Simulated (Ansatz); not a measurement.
`B[O][GeH2][F]` at its PBE0-D4/def2-TZVP geometry, where that method's forces vanish. Total charge 0; spin multiplicity 1.

```xyz
8

B     1.2736   -0.7879   -0.4883
O     0.5092   -0.4298    0.5624
Ge   -1.0035    0.4975    0.4490
F    -0.5379    2.1498    0.6609
H     2.2940   -1.3753   -0.2636
H     0.9269   -0.5292   -1.6143
H    -1.5991    0.3673   -0.9549
H    -1.8631    0.1077    1.6488
```

Problem. What forces (eV/Å) does B3LYP-D4/def2-TZVPP give on these atoms in the Gaussian-basis code of Ansatz? (Estimate.)

Solution. Computed: 
```
B1   0.175 -0.088 -0.148
O2   0.153 -0.099  0.032
Ge3 -0.353 -0.156 -0.011
F4   0.089  0.314  0.038
H5  -0.102  0.060 -0.036
H6   0.049 -0.034  0.123
H7  -0.008  0.003 -0.003
H8  -0.004  0.001  0.004
```

B3LYP here is the variant with VWN-RPA as its local correlation; programs differ in this.
